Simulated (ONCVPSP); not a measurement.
**iridium: one change to an ONCV potential, before and after**

```
Element                 : Ir (Z = 77)
Generator               : ONCVPSP 4.0.1
Type                    : optimised norm-conserving Vanderbilt (ONCV)
Functional              : LDA (Perdew-Zunger)
Relativity              : scalar-relativistic
Frozen core             : [Kr] 4d10 4f14
Valence charge          : 17
Reference configuration : 5s2 5p6 5d7 6s2
Partial waves           : 5s+6s: rc 1.25 bohr, ncon 3, nbas 8, qcut 7.9 1/bohr, 2 projectors; 5p: rc 1.70 bohr, ncon 4, nbas 8, qcut 8.6 1/bohr, 3 projectors, debl 2.6 Ha; 5d: rc 1.25 bohr, ncon 4, nbas 8, qcut 6.4 1/bohr, local
Local potential         : the d channel
Core correction         : Teter function, fcfact 2, rcfact 1.3
```

Change: s: qcut 5.4.

Cutoffs: the cutoffs (Ha) at which the residual kinetic energy of the hardest occupied pseudo-wave falls to 1 and 0.1 mHa per electron; they do not see the model core or the augmentation charge, which bear on the density cutoff. Errors are all-electron minus pseudo energies relative to the spin-unpolarised reference configuration.

What does the change do?

A bound ghost appears in s, which as a rule spoils a file; of the 4 tests that both files solve, the error grows in 4 and shrinks in 0 by more than 15 % and 0.3 meV (median size 6.8 → 12.2 meV); the range in which the s phases agree narrows (upper end at the end of the scan → 3.6).

| quantity | base | changed |
| --- | --- | --- |
| cutoffs, loose and tight | 27 Ha, 41 Ha | not determined |
| bound ghosts | none | s |
| GHOST(+) flags under 300 eV | none | none |
| error for 5s2 5p6 5d7 6s1, meV [ΔE 10.18 eV] | -3.3 | -4.5 |
| error for 5s2 5p6 5d7 6s0, meV [ΔE 28.03 eV] | -9.3 | -15 |
| error for 5s2 5p6 5d6 6s0, meV [ΔE 58.88 eV] | -12 | -17 |
| error for 5s2 5p6 5d7 6s0 6p1, meV [ΔE 16.76 eV] | -4.4 | -9.1 |
| s: phases at 1.27 bohr within 0.05 rad from the reference energy up to (Ha; the scan ends near 5) | to the end of the scan | 3.6 |
| p: phases at 1.73 bohr within 0.05 rad from the reference energy up to (Ha; the scan ends near 5) | to the end of the scan | to the end of the scan |
| d: phases at 1.27 bohr within 0.05 rad from the reference energy up to (Ha; the scan ends near 5) | to the end of the scan | to the end of the scan |
| rms error of d²Exc/dni dnj with the model core, mHa | 3.74 | 3.37 |

 A true bound ghost makes a file unfit for plane-wave use even where its test errors are small: the radial tests pick states by their node count and pass the ghost by.
